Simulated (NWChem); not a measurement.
# SiN, doublet; SMILES [Si]#N

```xyz
2

Si     0.0000     0.0000    -0.5264
N      0.0000     0.0000     1.0485
```
Atoms are numbered in this order, from 1.

Structure relaxed at the PBE0/def2-SVP, spin-unrestricted level. No stability test was run on the SCF state.

Problem. List the 4 lowest vertical excitations from B3LYP/def2-SVP, spin-unrestricted, TDA (NWChem).

Solution. 
```csv
state,energy (eV),oscillator strength,<S²>
state 1,0.38,0.001,0.77
state 2,0.38,0.001,0.77
state 3,3.54,0.009,2.55
state 4,3.91,0.000,2.68
```
